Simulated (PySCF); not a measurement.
First SCF of a structure search on singlet Zr₂Te, at a hand-made linear geometry. PySCF input:

```python
from pyscf import gto, scf, dft
mol = gto.M(atom='''
Te     0.000000     0.000000     0.000000
Zr     0.000000     0.000000     2.900000
Zr     0.000000     0.000000    -2.900000''',
    basis={'Te': 'def2-TZVP', 'Zr': 'def2-TZVP'},
    ecp={'Te': 'def2-TZVP', 'Zr': 'def2-TZVP'},
    charge=0, spin=0)
mf = dft.RKS(mol, xc='PBE0')
mf.grids.atom_grid = (50, 194)
aux = {'Te': 'def2-universal-JKFIT', 'Zr': 'def2-universal-JKFIT'}
mf = mf.density_fit(auxbasis=aux)
mf.conv_tol = 1e-08
mf.diis_space = 10
mf.max_cycle = 60
mf.init_guess = 'minao'
mf.verbose = 4
mf.kernel()
```

Excerpt of the output (cycles and frontier levels):

```
init E= -309.116561579214
  HOMO = -0.784394719627911  LUMO = -0.760381565813696  gap/eV = 0.65343
cycle= 1 E= -358.627370863182  delta_E= -49.5  |g|= 3.64  |ddm|= 28.9
  HOMO = 0.0308106581541332  LUMO = 0.0481956585918265  gap/eV = 0.47307
cycle= 2 E= -278.120667637211  delta_E= 80.5  |g|= 10.9  |ddm|= 12.4
cycle= 3 E= -361.447942558528  delta_E= -83.3  |g|= 0.995  |ddm|= 8.45
  HOMO = -0.31641067991247  LUMO = -0.313618175819463  gap/eV = 0.07599
cycle= 4 E= -358.503851341787  delta_E= 2.94  |g|= 2.88  |ddm|= 4.73
  HOMO = -0.180184135247788  LUMO = -0.159806697544745  gap/eV = 0.55450
cycle= 5 E= -361.860102923581  delta_E= -3.36  |g|= 0.182  |ddm|= 4.14
  HOMO = -0.167475319003059  LUMO = -0.114012306283839  gap/eV = 1.45480
cycle= 6 E= -361.868961826801  delta_E= -0.00886  |g|= 0.115  |ddm|= 0.531
  HOMO = -0.166170141266627  LUMO = -0.109197312890935  gap/eV = 1.55031
cycle= 7 E= -361.872524571204  delta_E= -0.00356  |g|= 0.014  |ddm|= 0.165
  HOMO = -0.163427104684174  LUMO = -0.106790351386064  gap/eV = 1.54116
cycle= 8 E= -361.872689396439  delta_E= -0.000165  |g|= 0.00827  |ddm|= 0.0732
  HOMO = -0.162808909825486  LUMO = -0.106479342859214  gap/eV = 1.53281
cycle= 9 E= -361.872734528466  delta_E= -4.51e-05  |g|= 0.00285  |ddm|= 0.03
  HOMO = -0.162050404861889  LUMO = -0.105874326737676  gap/eV = 1.52863
cycle= 10 E= -361.872742910755  delta_E= -8.38e-06  |g|= 0.00087  |ddm|= 0.0248
  HOMO = -0.16194783145545  LUMO = -0.105812501527658  gap/eV = 1.52752
cycle= 11 E= -361.872743327625  delta_E= -4.17e-07  |g|= 7.09e-05  |ddm|= 0.00498
  HOMO = -0.161929276797556  LUMO = -0.105797222996764  gap/eV = 1.52743
cycle= 12 E= -361.872743334504  delta_E= -6.88e-09  |g|= 5.25e-05  |ddm|= 0.000365
  HOMO = -0.161928941458352  LUMO = -0.105797172505624  gap/eV = 1.52742
Extra cycle  E= -361.872743274352  delta_E= 6.02e-08  |g|= 0.000386  |ddm|= 0.000495
converged SCF energy = -361.872743274352
```

No lower solution of this spin was found from smeared starts or by a stability analysis within the restricted form, which does not test spin polarisation.

At the minimum of this search the closed-shell solution is unstable towards spin polarisation, so a lower open-shell solution exists.

The search for the lowest solution, 3 starts and the stability check together, took 7.7 s on 2 threads of a shared AMD EPYC 9R05 (Zen 5) host, with 130 basis functions; the process peaked at 0.49 GiB. Launch command: `OMP_NUM_THREADS=2 python axn.py task.json out`.
